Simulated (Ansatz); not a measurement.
A structure relaxed at PBE0/def2-TZVPD in Ansatz, charge -1, doublet:

Cartesian coordinates in Å:
```
Mg 0.4406 -0.6923 -1.5253
Mg -1.5586 0.6646 0.3591
Zn 1.1180 0.0277 1.1662
```

Give its formula and point group.

the cluster Mg2Zn⁻. Point group C2v (tolerance 0.1 Å).

Summarise the bond lengths by kind (pairs closer than 1.2 times the sum of covalent radii, bridged metal pairs left out).

2 × Mg–Zn 2.87 Å; 1 × Mg–Mg 3.06 Å. The metal has 2 neighbours: Mg 2.87 Å, Mg 2.87 Å.

The highest occupied level of the charge -1 doublet lies above zero (up to 0.39 eV). By energy differences its removal costs 0.81 eV (vertical, to the charge 0 singlet, at PBE0/def2-TZVPD); a positive level beside a positive removal energy at the same level points to self-interaction error. The relaxation made no stability test and no search for a lower SCF solution. The structure comes from a short search, and lower isomers may exist.
